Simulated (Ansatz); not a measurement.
`FCCOC(F)F`, relaxed with RKS PBE-D4/def2-SVP in Ansatz from a rough embedded geometry. The force threshold is 0.03 eV/Å; the program also tests the step.

The species carries charge 0 and has multiplicity 1.

Start:

```xyz
12

F     1.459    0.145   -0.955
C     0.239    0.442   -1.312
C    -0.659   -0.513   -0.555
O    -1.016   -0.081    0.794
C     0.225   -0.050    1.584
F     0.737    1.224    1.454
F    -0.174   -0.180    2.860
H     0.000    1.519   -1.066
H     0.173    0.311   -2.429
H    -1.665   -0.514   -1.091
H    -0.283   -1.521   -0.592
H     0.963   -0.781    1.308
```

(1) By how much does the energy fall, and how many steps does the optimiser take? (Estimate.)

(2) Which bonds change most? (Estimate.)

(3) Give the relaxed structure. (An estimate is asked.)

Results:

(1) Ansatz gave: 52.96 kJ/mol, in 5 steps.

(2) Ansatz gave: O4–C5 from 1.471 to 1.370 Å; F1–C2 from 1.306 to 1.390 Å; C5–H12 from 1.075 to 1.116 Å; C3–H11 from 1.076 to 1.116 Å.

(3) Ansatz gave: 
```xyz
12

F     1.555    0.241   -0.997
C     0.230    0.435   -1.370
C    -0.684   -0.465   -0.561
O    -0.901   -0.042    0.781
C     0.190   -0.033    1.611
F     0.772    1.206    1.620
F    -0.252   -0.274    2.865
H    -0.036    1.503   -1.207
H     0.128    0.194   -2.452
H    -1.690   -0.481   -1.028
H    -0.281   -1.505   -0.589
H     0.969   -0.780    1.327
```
